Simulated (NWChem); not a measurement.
Correlation energy of SeSn

```xyz
2

Sn     0.0000     0.0000     0.9594
Se     0.0000     0.0000    -1.4109
```
Charge 0, spin multiplicity 1.

Program: NWChem. Structure: optimised with PBE/def2-SVP with def2 effective core potentials on Sn, a minimum by its harmonic frequencies.

Basis set: def2-SVP. Each correlation energy counts from its own Hartree-Fock reference.

| method | correlation energy (mHa) | difference from CCSD(T) |
|---|---|---|
| CR-CCSD(T) | -338.8 | +3.6 |
| CCSD | -327.2 | +15.2 |
| MP2 | -320.8 | +21.7 |
| CR-CCSD[T] | -340.3 | +2.1 |
| CCSD+T(CCSD) | -344.5 | -2.1 |
| SCS-MP2 | -298.2 | +44.3 |
| CCSD(T) | -342.4 | 0.0 |

The values span 46.4 mHa, from CCSD+T(CCSD) (lowest) to SCS-MP2 (highest). 

Effective core potentials replace the inner electrons of Sn; spin-orbit coupling is left out. The correlated methods keep 13 core orbitals frozen. The structure started from a generated list of species. No row is a measurement; the coupled-cluster row has its own basis-set and correlation limits.
